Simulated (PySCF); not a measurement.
Molecule: `COC(F)(F)C(F)F`, C3H4F4O.

Molfile (atoms numbered from 1):
```
C3H4F4O
     RDKit          3D

 12 11  0  0  0  0  0  0  0  0999 V2000
   -1.8773   -0.2364   -0.1073 C   0  0  0  0  0  0  0  0  0  0  0  0
   -0.6685    0.4731    0.1126 O   0  0  0  0  0  0  0  0  0  0  0  0
    0.4508   -0.2627    0.1605 C   0  0  0  0  0  0  0  0  0  0  0  0
    0.6176   -1.0029   -0.9530 F   0  0  0  0  0  0  0  0  0  0  0  0
    0.4262   -1.1395    1.1922 F   0  0  0  0  0  0  0  0  0  0  0  0
    1.6454    0.6739    0.3508 C   0  0  0  0  0  0  0  0  0  0  0  0
    1.7487    1.4809   -0.7140 F   0  0  0  0  0  0  0  0  0  0  0  0
    2.7638   -0.0572    0.4527 F   0  0  0  0  0  0  0  0  0  0  0  0
   -2.6790    0.5104   -0.0932 H   0  0  0  0  0  0  0  0  0  0  0  0
   -2.0494   -0.9748    0.6904 H   0  0  0  0  0  0  0  0  0  0  0  0
   -1.8614   -0.7429   -1.0833 H   0  0  0  0  0  0  0  0  0  0  0  0
    1.5107    1.2785    1.2638 H   0  0  0  0  0  0  0  0  0  0  0  0
  1  2  1  0
  2  3  1  0
  3  4  1  0
  3  5  1  0
  3  6  1  0
  6  7  1  0
  6  8  1  0
  1  9  1  0
  1 10  1  0
  1 11  1  0
  6 12  1  0
M  END
```

Geometry PBE0-D3(BJ)/def2-SVP throughout; GIAO in PySCF, gas phase, one conformer, non-relativistic; equivalent atoms averaged; basis pcSseg-1.

For orientation, mPW1PW91 gives these shifts δ (against TMS, H2O, CFCl3 at the same level): C3 121.4, C6 112.3, C1 49.2, O2 81.3, F4/F5 -118.3, F7/F8 -152.7, H12 5.42, H9/H10/H11 3.66 ppm.

A run gave: C3 120.0, C6 111.1, C1 49.2, O2 80.5, F4/F5 -118.7, F7/F8 -152.1, H12 5.42, H9/H10/H11 3.66 ppm (shifts δ (against TMS, H2O, CFCl3 at the same level)).

Which functional was used in that run?
A. wB97X-D
B. CAM-B3LYP
C. PBE
D. B97-2
E. KT2

## Answers

D. F4/F5 tells them apart best: B97-2 gives -118.7, KT2 gives -143.6, wB97X-D gives -111.1, CAM-B3LYP gives -109.2, PBE gives -137.3 ppm.
